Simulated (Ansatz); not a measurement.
## Nudged elastic band run: C₂H₇BF₂Ge

input.yaml

```yaml
crystal:
  periodic: [false, false, false]
  atoms:
    - { symbol: C, position_ang: [-0.865545, -0.634843, -1.105166] }
    - { symbol: C, position_ang: [0.087973, 0.326438, -0.396266] }
    - { symbol: Ge, position_ang: [1.219663, -0.63648, 0.919398] }
    - { symbol: B, position_ang: [-0.597403, 1.491477, 0.364335] }
    - { symbol: F, position_ang: [0.06986, 2.574863, 0.73486] }
    - { symbol: F, position_ang: [-1.874903, 1.449861, 0.71349] }
    - { symbol: H, position_ang: [-0.330601, -1.467309, -1.588044] }
    - { symbol: H, position_ang: [-1.446429, -0.121043, -1.887454] }
    - { symbol: H, position_ang: [-1.591421, -1.071855, -0.402238] }
    - { symbol: H, position_ang: [0.828775, 0.757377, -1.092355] }
    - { symbol: H, position_ang: [1.88544, -1.820896, 0.193096] }
    - { symbol: H, position_ang: [0.339187, -1.179405, 2.062064] }
    - { symbol: H, position_ang: [2.296004, 0.297115, 1.499081] }
basis:
  gaussian: { orbitals: def2-SVP }
hamiltonian:
  xc: pbe0
  dispersion: d4
neb:
  order_check: false
  images: 9
  f_tol: 0.05
  max_iterations: 24
  initial_path: idpp
  max_displacement: 0.5
  optimiser: lbfgs
  final_atoms:
    - { symbol: C, position_ang: [-0.86565617, -0.63460916, -1.10616177] }
    - { symbol: C, position_ang: [0.08794401, 0.32555912, -0.39528117] }
    - { symbol: Ge, position_ang: [1.21914957, -0.63784777, 0.9204286] }
    - { symbol: B, position_ang: [-0.5964421, 1.49145135, 0.36404178] }
    - { symbol: F, position_ang: [-1.87644136, 1.45689774, 0.70459962] }
    - { symbol: F, position_ang: [0.07437285, 2.56963185, 0.74236451] }
    - { symbol: H, position_ang: [-0.33049071, -1.46586388, -1.59109339] }
    - { symbol: H, position_ang: [-1.44741995, -0.11926617, -1.88685115] }
    - { symbol: H, position_ang: [-1.59077023, -1.07327318, -0.4034445] }
    - { symbol: H, position_ang: [0.82913726, 0.75718286, -1.09064828] }
    - { symbol: H, position_ang: [1.88594571, -1.82156048, 0.193542] }
    - { symbol: H, position_ang: [0.3367992, -1.17984001, 2.06254596] }
    - { symbol: H, position_ang: [2.29447193, 0.29683774, 1.5007588] }
```

Launched with:

```bash
$ ansatz run input.yaml --threads 2 --pin off --max-ram 3072MiB --backend cpu --events-out ev --progress --plain --runs-dir out
```

Output, in part (warnings, iteration lines, the closing report on the highest movable image, with atoms numbered from 0):

```
NEB end point (image 0): max|allowed force component| = 8.494e-3 eV/Å (the criterion of neb.relax_end_points is 1.000e-2)
NEB end point (image 10): max|allowed force component| = 9.503e-3 eV/Å (the criterion of neb.relax_end_points is 1.000e-2)
NEB iter   1: max|band force component| = 2.420e0 eV/Å  barrier→ = 0.5343 eV  barrier← = 0.5343 eV  Δτ_max = 0.0379 Å  (295 SCF iters)
NEB iter   2: max|band force component| = 1.590e0 eV/Å  barrier→ = 0.3411 eV  barrier← = 0.3411 eV  Δτ_max = 0.0632 Å  (269 SCF iters)
NEB iter   3: max|band force component| = 4.987e-1 eV/Å  barrier→ = 0.2079 eV  barrier← = 0.2079 eV  CI = image 5  Δτ_max = 0.0100 Å  (267 SCF iters)
NEB iter   4: max|band force component| = 4.032e-1 eV/Å  barrier→ = 0.1912 eV  barrier← = 0.1912 eV  CI = image 5  Δτ_max = 0.0364 Å  (260 SCF iters)
NEB iter   5: max|band force component| = 5.025e-1 eV/Å  barrier→ = 0.1617 eV  barrier← = 0.1617 eV  CI = image 5  Δτ_max = 0.0080 Å  (279 SCF iters)
NEB iter   6: max|band force component| = 1.840e-1 eV/Å  barrier→ = 0.1551 eV  barrier← = 0.1551 eV  CI = image 5  Δτ_max = 0.0095 Å  (244 SCF iters)
NEB iter   7: max|band force component| = 1.664e-1 eV/Å  barrier→ = 0.1495 eV  barrier← = 0.1495 eV  CI = image 5  Δτ_max = 0.0127 Å  (261 SCF iters)
NEB iter   8: max|band force component| = 2.737e-1 eV/Å  barrier→ = 0.1443 eV  barrier← = 0.1443 eV  CI = image 5  Δτ_max = 0.0045 Å  (267 SCF iters)
NEB iter   9: max|band force component| = 1.178e-1 eV/Å  barrier→ = 0.1421 eV  barrier← = 0.1422 eV  CI = image 5  Δτ_max = 0.0027 Å  (211 SCF iters)
NEB iter  10: max|band force component| = 7.410e-2 eV/Å  barrier→ = 0.1412 eV  barrier← = 0.1412 eV  CI = image 5  Δτ_max = 0.0071 Å  (209 SCF iters)
NEB iter  11: max|band force component| = 1.589e-1 eV/Å  barrier→ = 0.1396 eV  barrier← = 0.1396 eV  CI = image 5  Δτ_max = 0.0026 Å  (210 SCF iters)
NEB iter  12: max|band force component| = 6.768e-2 eV/Å  barrier→ = 0.1389 eV  barrier← = 0.1389 eV  CI = image 5  Δτ_max = 0.0036 Å  (209 SCF iters)
NEB iter  13: max|band force component| = 6.567e-2 eV/Å  barrier→ = 0.1382 eV  barrier← = 0.1382 eV  CI = image 5  Δτ_max = 0.0063 Å  (213 SCF iters)
NEB iter  14: max|band force component| = 1.296e-1 eV/Å  barrier→ = 0.1372 eV  barrier← = 0.1373 eV  CI = image 5  Δτ_max = 0.0020 Å  (203 SCF iters)
NEB iter  15: max|band force component| = 6.033e-2 eV/Å  barrier→ = 0.1367 eV  barrier← = 0.1367 eV  CI = image 5  Δτ_max = 0.0018 Å  (208 SCF iters)
NEB iter  16: max|band force component| = 5.541e-2 eV/Å  barrier→ = 0.1364 eV  barrier← = 0.1364 eV  CI = image 5  Δτ_max = 0.0038 Å  (204 SCF iters)
NEB iter  17: max|band force component| = 1.059e-1 eV/Å  barrier→ = 0.1359 eV  barrier← = 0.1359 eV  CI = image 5  Δτ_max = 0.0017 Å  (211 SCF iters)
NEB iter  18: max|band force component| = 4.498e-2 eV/Å  barrier→ = 0.1356 eV  barrier← = 0.1356 eV  CI = image 5  Δτ_max = 0.0000 Å  (459 SCF iters)
Total energy: -64790.85990706 eV, -2381.0201847624 hartree
Atom 0 at    -0.691576    -0.407164    -1.281288 Å, force    -0.006369     0.004426    -0.000242 eV/Å
Atom 1 at     0.194937     0.337126    -0.267277 Å, force     0.029423    -0.035430    -0.000743 eV/Å
Atom 2 at     0.965069    -0.906244     1.048543 Å, force     0.007495    -0.009188    -0.001541 eV/Å
Atom 3 at    -0.534222     1.543141     0.410925 Å, force    -0.000323    -0.012473    -0.006659 eV/Å
Atom 4 at    -0.850170     2.634927    -0.265993 Å, force    -0.013370    -0.004458    -0.038111 eV/Å
Atom 5 at    -0.872153     1.552596     1.692241 Å, force    -0.014085    -0.014611    -0.000967 eV/Å
Atom 6 at    -0.140338    -1.237671    -1.750844 Å, force    -0.021509     0.020456    -0.015077 eV/Å
Atom 7 at    -1.038431     0.254378    -2.090821 Å, force    -0.009211     0.032110     0.025401 eV/Å
Atom 8 at    -1.583991    -0.843715    -0.804852 Å, force    -0.001373     0.012047     0.010698 eV/Å
Atom 9 at     1.052043     0.771861    -0.813559 Å, force     0.005948     0.001794    -0.023898 eV/Å
Atom 10 at     1.671716    -2.042498     0.280294 Å, force     0.012057     0.006706     0.014596 eV/Å
Atom 11 at    -0.142363    -1.518174     1.925758 Å, force     0.008701     0.009171     0.000001 eV/Å
Atom 12 at     1.990079    -0.173260     1.931673 Å, force     0.002614    -0.010551     0.036544 eV/Å
Dipole moment:     0.083647    -0.175314    -0.234999 e Å
```

It converged. The order of the stationary point at the top wasn't checked.

Final band (atoms are numbered from 1 in the order of the input):

```json
{"image": "0", "path coordinate (Å)": "0.00", "energy (kJ/mol)": "0.0", "dihedral Ge3–C2–B4–F5 (°)": "74"}
{"image": "1", "path coordinate (Å)": "0.48", "energy (kJ/mol)": "1.4", "dihedral Ge3–C2–B4–F5 (°)": "92"}
{"image": "2", "path coordinate (Å)": "0.96", "energy (kJ/mol)": "4.9", "dihedral Ge3–C2–B4–F5 (°)": "110"}
{"image": "3", "path coordinate (Å)": "1.44", "energy (kJ/mol)": "8.8", "dihedral Ge3–C2–B4–F5 (°)": "128"}
{"image": "4", "path coordinate (Å)": "1.93", "energy (kJ/mol)": "11.9", "dihedral Ge3–C2–B4–F5 (°)": "147"}
{"image": "5", "path coordinate (Å)": "2.41", "energy (kJ/mol)": "13.1", "dihedral Ge3–C2–B4–F5 (°)": "164"}
{"image": "6", "path coordinate (Å)": "2.90", "energy (kJ/mol)": "12.0", "dihedral Ge3–C2–B4–F5 (°)": "-178"}
{"image": "7", "path coordinate (Å)": "3.38", "energy (kJ/mol)": "9.0", "dihedral Ge3–C2–B4–F5 (°)": "-160"}
{"image": "8", "path coordinate (Å)": "3.86", "energy (kJ/mol)": "4.9", "dihedral Ge3–C2–B4–F5 (°)": "-142"}
{"image": "9", "path coordinate (Å)": "4.34", "energy (kJ/mol)": "1.4", "dihedral Ge3–C2–B4–F5 (°)": "-124"}
{"image": "10", "path coordinate (Å)": "4.82", "energy (kJ/mol)": "0.0", "dihedral Ge3–C2–B4–F5 (°)": "-105"}
```

Time of the run: 14 min on 2 threads of Arm Neoverse V1 (shared host), peak memory 0.42 GiB.
